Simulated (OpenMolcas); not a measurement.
# Sn⁺: effect of the active space

```yaml
Program: OpenMolcas 26.06
Method: SS-CASPT2, IPEA 0.25 Eh, imaginary shift 0.1 Eh
Basis: ANO-RCC-VDZP
Scalar_Hamiltonian: DKH2, point nucleus
Spin-orbit_coupling: RASSI with atomic mean-field integrals over the reference wave functions, term energies averaged over their components
```

A. 3 electrons in 4 orbitals (5s 5p); 2S+1 = 4 odd, 1 root; 2S+1 = 2 odd, 3 roots; 2S+1 = 4 even, 3 roots; 2S+1 = 2 even, 9 roots; closed shells correlated: 4d; CASPT2 step roughly 1.4 core-seconds
B. 3 electrons in 8 orbitals (5s 5p 6s 6p); 2S+1 = 4 odd, 1 root (0 in the spin-orbit step); 2S+1 = 2 odd, 3 roots; 2S+1 = 4 even, 3 roots; 2S+1 = 2 even, 5 roots (0 in the spin-orbit step); closed shells correlated: 4d; CASPT2 step about 1.1 core-seconds

Energies in cm-1 above 5s2 5p 2P* 1/2, the measured ground level; measured values from NIST Handbook of Basic Atomic Spectroscopic Data.

```
         Level      A      B  Measured
5s2 5p 2P* 1/2    0.0    0.0       0.0
5s2 5p 2P* 3/2   4260   3780      4251
 5s 5p2 4P 1/2  44800  44860     46464
 5s 5p2 4P 3/2  46560  46360     48368
 5s 5p2 4P 5/2  48900  48850     50730
```

Deviations, from unrounded energies. A percentage is the sum of absolute deviations over the sum of measured energies, with the sign that they share, or ± where signs differ.

```tsv
Against measurement	Levels	A	B
mean absolute deviation (cm-1)	4	1300	1500
fine structure of the ground term (%)	1	+0.1	-11.1
other configurations (%)	3	-3.6	-3.8
```

A lies closest to measurement on these levels. The largest miss of A in the table is 5s 5p2 4P 5/2, by -1800 cm-1. The ranking rests on the paired levels alone, and a cruder setting can come out closer through cancelling errors.

Between A and B the level of the table that moves most is 5s2 5p 2P* 3/2, by 470 cm-1 (lowest in B, highest in A). Moves below CASPT2's spread within the term are not significant.

Terms of s pⁿ other than that of highest spin mix with s² pⁿ⁻² d, which this space lacks; all of them can be thousands of cm-1 off, and some have no real level of that name. Some high roots are left out of the spin-orbit mixing, which shifts the levels that they would mix with (holds for B). Active for correlation alone: 6p 6s; no level in the range computed is led by a configuration that fills them, so any true level of that kind is missing (holds for B). Computed and measured levels are paired by configuration, term and J; levels that our copy of the source lacks, or whose pairing is in doubt (as where it misses far off the trend of its configuration), stay unpaired and out of the deviations. Levels of configurations outside the active space are missing. Levels that lie high or do not pair safely by name in every column are left out.

* marks odd parity.
